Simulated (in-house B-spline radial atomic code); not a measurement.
Computed with a B-spline radial atomic code. Model: two electrons, singlet ground state, non-relativistic, full CI in B-splines with partial waves to l = 8 (at full coupling up to 3e-4 hartree above the limit, correlation up to 0.6 % small), density held at that of full coupling by Lieb maximisation.

Along the adiabatic connection the electron repulsion is scaled by a coupling λ while a local potential keeps the density fixed. At λ = 0 the system is the Kohn-Sham one and W equals the exchange energy; the exchange-correlation energy is the area under W between 0 and 1. The kinetic energy rises with λ as the electrons avoid each other, with dT/dλ = −λ dW/dλ.

Command:
```bash
python run_ac.py task.json out
```
Settings (lengths in bohr, energies in hartree):
```
potential              harmonic
strength               0.0749
lmax                   8
```

Time taken, with all properties: 32 s on 1 thread of Intel(R) Xeon(R) Processor @ 2.30GHz, on a shared host.

**W = mean repulsion less Hartree energy, and W of three functionals.**

Given: confinement harmonic well; well frequency 0.0749 hartree; external potential omega^2 r^2/2.

Computed: LDA exchange minus exact 25.173 millihartree; PBE exchange minus exact 7.3699 millihartree.

```csv
coupling,W xc (hartree),W xc minus exchange (millihartree),kinetic minus Kohn-Sham (millihartree),LDA (PW92) W minus its exchange (millihartree),PBE W minus its exchange (millihartree),SCAN W minus its exchange (millihartree)
0,-0.17882,0,0,0,0,0
0.02,-0.18087,-2.055,0.02,-8,-3.39,-1.84
0.05,-0.18375,-4.938,0.12,-15.1,-7.52,-4.39
0.12,-0.18965,-10.838,0.62,-26.21,-15.08,-9.59
0.25,-0.1982,-19.382,2.17,-39.41,-25.21,-17.37
0.4,-0.20534,-26.524,4.46,-49.56,-33.59,-24.26
0.6,-0.21205,-33.23,7.77,-59.01,-41.72,-31.2
0.8,?,?,?,?,?,?
1,-0.22034,-41.524,14.24,-71.2,-52.56,-40.51
1.4,-0.22532,-46.505,20.15,-79.03,-59.68,-46.42
2,-0.23003,-51.217,28.05,-86.94,-66.97,-52.06
3,-0.23467,-55.858,39.43,-95.28,-74.74,-57.36
4.5,?,?,?,?,?,?
7,-0.24224,-63.422,74.27,-110.07,-88.69,-64.44
10,-0.24469,-65.879,94.85,-115.2,-93.56,-66.14
```

Problem. What belongs in the row 0.8?

Solution. W xc (hartree): -0.21679; W xc minus exchange (millihartree): -37.978; kinetic minus Kohn-Sham (millihartree): 11.07; LDA (PW92) W minus its exchange (millihartree): -65.88; PBE W minus its exchange (millihartree): -47.79; SCAN W minus its exchange (millihartree): -36.43.

Problem. What belongs in the row 4.5?

Solution. W xc (hartree): -0.23862; W xc minus exchange (millihartree): -59.807; kinetic minus Kohn-Sham (millihartree): 53.96; LDA (PW92) W minus its exchange (millihartree): -102.82; PBE W minus its exchange (millihartree): -81.82; SCAN W minus its exchange (millihartree): -61.38.

Problem. What is the SCAN exchange minus exact?

Solution. -0.25625 millihartree.

**Energy parts, natural occupations and partial-wave weights.**

Computed: total energy 0.3934 hartree; correlation energy -0.027279 hartree; kinetic part of the DFT correlation energy 0.014245 hartree; initial slope twice GL2 -0.10543 hartree; Hartree energy 0.35763 hartree; Kohn-Sham kinetic 0.079463 hartree; Lieb Oxford ratio E_xc over LDA exchange 1.3414.

```csv
natural,occupation of the shell (electrons)
s,1.783
p,0.20651
s,0.00953
d,?
p,0.00022308
f,7.6416e-05
```

Problem. What belongs in the row d?

Solution. occupation of the shell (electrons): 0.00056929.

```json
{"wave": "s", "weight": "0.89627"}
{"wave": "p", "weight": "0.10337"}
{"wave": "d", "weight": "?"}
{"wave": "f", "weight": "4.2107e-05"}
{"wave": "g", "weight": "9.5667e-06"}
```

Problem. What belongs in the row d?

Solution. weight: 0.00029767.

Problem. What is the kinetic part over minus potential part?

Solution. 0.34305.

Problem. What is the exchange energy?

Solution. -0.17882 hartree.

Half-way to full coupling W has made 72 % of its drop, against 50 % for a straight line, and second-order (GL2) theory, half the initial slope, overshoots the correlation energy by about 93 %: correlation is strong. Over couplings 0 to 1 the errors in E_xc come to about +2.4 millihartree for LDA, 0.0 millihartree for PBE, +1.4 millihartree for SCAN, so PBE is nearest. In LDA and PBE and SCAN the errors of exchange and correlation have opposite signs, so the sum is smaller than the larger of the two.
